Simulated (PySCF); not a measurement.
PySCF input for C₂H₆F₂Si, SMILES C[Si@H](F)CF, TDA-LC-ωPBE/def2-SVPD. The structure is a stationary point at PBE0-D3(BJ)/def2-SVP. The structure was generated by enumeration; whether it is a known compound was not checked. One conformer was computed; it need not be the lowest.

```python
import numpy as np
from pyscf import gto, scf, dft, tdscf

mol = gto.M(
    atom='''
    C     1.94628978   -0.55650975   -0.65517694
    Si    0.38532507    0.34903316   -0.19651685
    F     0.56064212    0.95504258    1.30747535
    C    -1.08508535   -0.83665130   -0.18644490
    F    -2.27103577   -0.15570061   -0.00961889
    H     2.81744346    0.11235811   -0.58177242
    H     1.89570641   -0.93285391   -1.68919880
    H     2.12031036   -1.41289696    0.01478258
    H     0.09810425    1.49533617   -1.10194513
    H    -1.12743981   -1.39677506   -1.14000282
    H    -0.97235941   -1.58674387    0.61839546
    ''',
    basis='def2-SVPD',
    charge=0,
    spin=0,
    max_memory=1600,
    verbose=4,
)
mf = dft.RKS(mol, xc='lc_wpbe').density_fit(auxbasis='def2-universal-jkfit')
mf.grids.level = 3
mf.conv_tol = 1e-9
mf.max_cycle = 100
mf.kernel()
mf.grids = dft.Grids(mol).set(level=1).build(with_non0tab=True)  # coarser grid for the response kernel
td = tdscf.TDA(mf)
td.singlet = True
td.nstates = 10
td.conv_tol = 1e-4
td.positive_eig_threshold = 1e-6
td.kernel(x0=td.get_init_guess(mf, 15))
td.analyze()
tt = tdscf.TDA(mf)
tt.singlet = False
tt.nstates = 4
tt.conv_tol = 1e-4
tt.positive_eig_threshold = 1e-6
tt.kernel(x0=tt.get_init_guess(mf, 9))
tt.analyze(verbose=3)
```

Log of the run:

```
PySCF version 2.14.0

[INPUT] verbose = 4
[INPUT] num. atoms = 11
[INPUT] num. electrons = 50
[INPUT] charge = 0
[INPUT] spin (= nelec alpha-beta = 2S) = 0
[INPUT] symmetry False subgroup None
[INPUT] Mole.unit = angstrom
[INPUT] Symbol           X                Y                Z      unit          X                Y                Z       unit  Magmom
[INPUT]  1 C      1.946289780000  -0.556509750000  -0.655176940000 AA    3.677954643240  -1.051651013150  -1.238104979731 Bohr   0.0
[INPUT]  2 Si     0.385325070000   0.349033160000  -0.196516850000 AA    0.728158851229   0.659577080791  -0.371363025362 Bohr   0.0
[INPUT]  3 F      0.560642120000   0.955042580000   1.307475350000 AA    1.059460060696   1.804768913498   2.470770326120 Bohr   0.0
[INPUT]  4 C     -1.085085350000  -0.836651300000  -0.186444900000 AA   -2.050514133278  -1.581041818761  -0.352329798322 Bohr   0.0
[INPUT]  5 F     -2.271035770000  -0.155700610000  -0.009618890000 AA   -4.291635624391  -0.294231510328  -0.018177067722 Bohr   0.0
[INPUT]  6 H      2.817443460000   0.112358110000  -0.581772420000 AA    5.324196510847   0.212326055774  -1.099390540625 Bohr   0.0
[INPUT]  7 H      1.895706410000  -0.932853910000  -1.689198800000 AA    3.582365927482  -1.762838404130  -3.192123101944 Bohr   0.0
[INPUT]  8 H      2.120310360000  -1.412896960000   0.014782580000 AA    4.006805879478  -2.669988296631   0.027935027614 Bohr   0.0
[INPUT]  9 H      0.098104250000   1.495336170000  -1.101945130000 AA    0.185390164156   2.825775825456  -2.082374499998 Bohr   0.0
[INPUT] 10 H     -1.127439810000  -1.396775060000  -1.140002820000 AA   -2.130552462832  -2.639522321023  -2.154293111032 Bohr   0.0
[INPUT] 11 H     -0.972359410000  -1.586743870000   0.618395460000 AA   -1.837492979544  -2.998511344132   1.168598056074 Bohr   0.0

nuclear repulsion = 241.8327217124
number of shells = 68
number of NR pGTOs = 228
number of NR cGTOs = 158
basis = def2-SVPD
ecp = {}


******** <class 'pyscf.df.df_jk.DFRKS'> ********
method = DFRKS
initial guess = minao
damping factor = 0
level_shift factor = 0
DIIS = <class 'pyscf.scf.diis.CDIIS'>
diis_start_cycle = 1
diis_space = 8
diis_damp = 0
SCF conv_tol = 1e-09
SCF conv_tol_grad = None
SCF max_cycles = 100
direct_scf = False
XC library pyscf.dft.libxc version 7.1.2
    S. Lehtola, C. Steigemann, M. J. T. Oliveira, and M. A. L. Marques,  SoftwareX 7, 1–5 (2018)
XC functionals = lc_wpbe
    O. A. Vydrov and G. E. Scuseria,  J. Chem. Phys. 125, 234109 (2006)
radial grids:
    Treutler-Ahlrichs [JCP 102, 346 (1995); DOI:10.1063/1.469408] (M4) radial grids

becke partition: Becke, JCP 88, 2547 (1988); DOI:10.1063/1.454033
pruning grids: <function nwchem_prune>
grids dens level: 3
symmetrized grids: False
atomic radii adjust function: <function treutler_atomic_radii_adjust>
small_rho_cutoff = 0
Set gradient conv threshold to 3.16228e-05
Initial guess from minao.
tot grids = 134792
Create RSH-DF object <pyscf.df.df.DF object> for omega=0.4
******** <class 'pyscf.df.df.DF'> ********
auxbasis = auxmol.basis = def2-universal-jkfit
init E= -568.71380657285
  HOMO = -0.327010089580981  LUMO = 0.0208245198461645  gap/eV = 9.46506
cycle= 1 E= -568.445955178184  delta_E= 0.268  |g|= 0.684  |ddm|= 3.64
  HOMO = -0.389912228800994  LUMO = 0.0671634203433342  gap/eV = 12.43766
cycle= 2 E= -568.446226274957  delta_E= -0.000271  |g|= 0.773  |ddm|= 1.16
  HOMO = -0.423866527479039  LUMO = 0.0754995841463444  gap/eV = 13.58844
cycle= 3 E= -568.538089168723  delta_E= -0.0919  |g|= 0.0469  |ddm|= 0.484
  HOMO = -0.417255531711668  LUMO = 0.0781553646688615  gap/eV = 13.48082
cycle= 4 E= -568.538635038416  delta_E= -0.000546  |g|= 0.0166  |ddm|= 0.101
  HOMO = -0.419324722562598  LUMO = 0.0789309951335473  gap/eV = 13.55823
cycle= 5 E= -568.538711962836  delta_E= -7.69e-05  |g|= 0.00621  |ddm|= 0.0417
  HOMO = -0.419328327114632  LUMO = 0.0788052600884561  gap/eV = 13.55491
cycle= 6 E= -568.53872068596  delta_E= -8.72e-06  |g|= 0.00151  |ddm|= 0.0109
  HOMO = -0.41921614434909  LUMO = 0.0787672250870242  gap/eV = 13.55082
cycle= 7 E= -568.538721183904  delta_E= -4.98e-07  |g|= 0.00067  |ddm|= 0.00274
  HOMO = -0.419271624364293  LUMO = 0.078770356832734  gap/eV = 13.55241
cycle= 8 E= -568.538721288084  delta_E= -1.04e-07  |g|= 9.45e-05  |ddm|= 0.00118
  HOMO = -0.419288058790872  LUMO = 0.0787690011551017  gap/eV = 13.55282
cycle= 9 E= -568.538721293549  delta_E= -5.46e-09  |g|= 2.69e-05  |ddm|= 0.000295
  HOMO = -0.419283871078705  LUMO = 0.0787698859057069  gap/eV = 13.55273
cycle= 10 E= -568.538721294079  delta_E= -5.3e-10  |g|= 7.21e-06  |ddm|= 7.46e-05
  HOMO = -0.419285108452899  LUMO = 0.0787698273042823  gap/eV = 13.55277
Extra cycle  E= -568.538721294116  delta_E= -3.74e-11  |g|= 3.5e-06  |ddm|= 1.99e-05
converged SCF energy = -568.538721294116
tot grids = 42208
Overwritten attributes  positive_eig_threshold  of <class 'pyscf.tdscf.rks.TDA'>


******** <class 'pyscf.tdscf.rks.TDA'> for <class 'pyscf.df.df_jk.DFRKS'> ********
nstates = 10 singlet
deg_eia_thresh = 1.000e-03
wfnsym = None
conv_tol = 0.0001
eigh lindep = 1e-12
eigh level_shift = 0
eigh max_cycle = 100


Excitation energies (eV)
[ 8.16604108  8.62021787  8.96103271  8.97430956  9.40998591  9.54424817
  9.99313271 10.11907706 10.22332531 10.29205943]

** Singlet excitation energies and oscillator strengths **
Excited State   1:      8.16604 eV    151.83 nm  f=0.0090
      25 -> 26       -0.13275
      25 -> 27        0.58987
      25 -> 28       -0.10341
      25 -> 29       -0.10114
      25 -> 30        0.22998
Excited State   2:      8.62022 eV    143.83 nm  f=0.0277
      25 -> 28       -0.60061
      25 -> 29       -0.19419
      25 -> 30       -0.17944
      25 -> 31       -0.11172
Excited State   3:      8.96103 eV    138.36 nm  f=0.0362
      24 -> 26        0.10875
      25 -> 26        0.60534
      25 -> 27        0.20146
      25 -> 30       -0.18562
Excited State   4:      8.97431 eV    138.15 nm  f=0.0159
      24 -> 27       -0.31204
      24 -> 28        0.54685
      24 -> 29        0.22297
      24 -> 31        0.10092
Excited State   5:      9.40999 eV    131.76 nm  f=0.0089
      23 -> 27       -0.58189
      23 -> 28       -0.11318
      23 -> 30       -0.27028
      24 -> 27       -0.11534
Excited State   6:      9.54425 eV    129.90 nm  f=0.1092
      23 -> 27       -0.12992
      24 -> 26       -0.57027
      24 -> 27        0.22163
      24 -> 28        0.14227
      24 -> 32       -0.10883
      25 -> 27        0.12184
      25 -> 30       -0.12975
Excited State   7:      9.99313 eV    124.07 nm  f=0.1349
      24 -> 29        0.13067
      25 -> 26       -0.17986
      25 -> 28        0.20409
      25 -> 29       -0.39550
      25 -> 30       -0.34862
      25 -> 32       -0.17225
      25 -> 33       -0.11219
Excited State   8:     10.11908 eV    122.53 nm  f=0.0534
      23 -> 26       -0.12013
      24 -> 26       -0.27463
      24 -> 27       -0.36843
      24 -> 28       -0.17714
      24 -> 29       -0.14021
      24 -> 30        0.11233
      24 -> 31        0.12494
      24 -> 32        0.26976
      25 -> 29       -0.15803
      25 -> 31        0.15236
Excited State   9:     10.22333 eV    121.28 nm  f=0.0867
      23 -> 26        0.17021
      23 -> 28        0.13685
      24 -> 27       -0.20098
      24 -> 32        0.12430
      25 -> 29        0.35395
      25 -> 30       -0.24418
      25 -> 31       -0.30201
      25 -> 32       -0.16048
      25 -> 33       -0.10719
Excited State  10:     10.29206 eV    120.47 nm  f=0.0205
      23 -> 26        0.42296
      23 -> 28        0.33019
      23 -> 30       -0.21448
      25 -> 29       -0.21550
      25 -> 30        0.14492
      25 -> 32        0.15418

** Transition electric dipole moments (AU) **
state          X           Y           Z        Dip. S.      Osc.
  1        -0.0991      0.1869     -0.0034      0.0448      0.0090
  2        -0.0977     -0.3483      0.0128      0.1310      0.0277
  3         0.3710      0.1646      0.0128      0.1649      0.0362
  4         0.0969     -0.2153     -0.1286      0.0723      0.0159
  5         0.1105     -0.0135     -0.1617      0.0385      0.0089
  6        -0.6157      0.1378      0.2627      0.4671      0.1092
  7         0.2426      0.6513     -0.2609      0.5511      0.1349
  8         0.4596     -0.0406     -0.0504      0.2154      0.0534
  9         0.3902     -0.2326      0.3738      0.3461      0.0867
 10        -0.0959      0.0722      0.2589      0.0814      0.0205

** Transition velocity dipole moments (imaginary part, AU) **
state          X           Y           Z        Dip. S.      Osc.
  1        -0.0256     -0.0043     -0.0099      0.0008      0.0017
  2        -0.0197     -0.0562     -0.0181      0.0039      0.0082
  3         0.1434      0.0642     -0.0083      0.0247      0.0501
  4         0.0116     -0.0428     -0.0485      0.0043      0.0087
  5         0.0375     -0.0097      0.0029      0.0015      0.0029
  6        -0.2031      0.0546      0.0930      0.0529      0.1005
  7         0.0813      0.2279     -0.0684      0.0632      0.1148
  8         0.1409      0.0129     -0.0317      0.0210      0.0377
  9         0.0998     -0.0729      0.1173      0.0290      0.0515
 10        -0.0165      0.0457      0.0992      0.0122      0.0215

** Transition magnetic dipole moments (imaginary part, AU) **
state          X           Y           Z
  1         0.3319     -0.1171     -0.3542
  2         0.7051     -0.6886      0.1185
  3         0.0989     -0.2077     -0.0528
  4         1.2360      0.6580     -0.3981
  5        -0.4679     -0.8259      0.1678
  6        -0.1750     -0.5027     -0.7843
  7         0.0653      0.1692      0.4745
  8         0.0358      0.8676      1.0414
  9         0.1559      0.2422      0.6198
 10         0.5134     -0.6866      0.1436


******** <class 'pyscf.tdscf.rks.TDA'> for <class 'pyscf.df.df_jk.DFRKS'> ********
nstates = 4 triplet
deg_eia_thresh = 1.000e-03
wfnsym = None
conv_tol = 0.0001
eigh lindep = 1e-12
eigh level_shift = 0
eigh max_cycle = 100


Excitation energies (eV)
[7.42718853 8.03627872 8.34391512 8.62632295]

** Triplet excitation energies and oscillator strengths **
Excited State   1:      7.42719 eV    166.93 nm  f=0.0000
Excited State   2:      8.03628 eV    154.28 nm  f=0.0000
Excited State   3:      8.34392 eV    148.59 nm  f=0.0000
Excited State   4:      8.62632 eV    143.73 nm  f=0.0000
```

The run converged.
